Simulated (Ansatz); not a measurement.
BCuHN2: where a starting geometry ends

The starting geometry of this gas-phase doublet was optimised with GFN2-xTB.

```csv
atom,x (Å),y (Å),z (Å)
B,-0.1948,0.2403,0.1344
Cu,1.0096,-0.8886,-0.8700
N,-0.3731,0.3358,-1.1579
N,0.5867,-0.5293,0.9607
H,0.2316,-1.1527,1.6687
```

Problem. Predict what it relaxes into with PBE0-D3(BJ)/def2-SVP.

Solution. A bond breaks, giving a structure given below by its coordinates. Distances that change by over a tenth: B1–Cu2 (1.93 → 2.66 Å). Contacts that open: Cu2–N4 (1.91 → 3.77 Å).

The energy falls by 0.90 eV over 18 steps:

```csv
step,E − E(last) (eV)
1,0.899
3,0.627
5,0.586
7,0.544
9,0.422
10,0.331
12,0.079
14,0.000
16,0.000
18,0.000
```

Final geometry (Å):

```xyz
5

B     0.1142   -0.3196    0.2442
Cu    1.0665   -0.4011   -2.2361
N    -0.0996    0.1589   -0.9850
N     0.3662   -0.8196    1.4439
H    -0.1874   -0.6133    2.2689
```

No frequencies were run, so the end isn't proven a minimum. Open shells are spin-unrestricted. Run with Ansatz 0.2.0, 2.2 min on 1 thread of Arm Neoverse V1 (shared host).
